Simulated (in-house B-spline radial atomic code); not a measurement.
Configurations of Sb²⁺, with energies counted from [Kr] 4d10 5s2 5p1. Computed with a B-spline radial code for spherical atoms: scalar-relativistic (X2C) PBE0, spin-polarised, spherical fractional occupations, exact exchange averaged over the configuration, Fermi nucleus of rms radius 4.6802 fm. Shells without spins written out take the highest spin.

Occupations are held fixed; configurations that lie above the ionisation limit could autoionise.

```
                    configuration  E - E(ref) (eV)  highest orbital  its <r> (bohr)
                [Kr] 4d10 5s1 5p2           7.2044            5p up           2.443
                [Kr] 4d10 5s2 6d1           16.929            6d up           7.267
            [Kr] 4d10 5s1 5p1 5f1           27.353            5f up           8.332
[Ar] 3d9 4s2 4p6 4d10 5s2 5p1 6f1            553.4            6f up           12.37
```

(1) Order these further configurations by energy, lowest first.
A. [Ar] 3d9 4s2 4p6 4d10 5s2 5p1 5f1
B. [Kr] 4d9 4f1 5s2 5p1
C. [Kr] 4d9 5s2 5p1 5f1
D. [Kr] 4d9 5s2 5p2
E. [Ar] 3d10 4s2 4p5 4d10 5s2 5p1 5f1

## Answers

(1) D (33.162 eV), B (51.166 eV), C (54.143 eV), E (125.8 eV), A (551.5 eV).
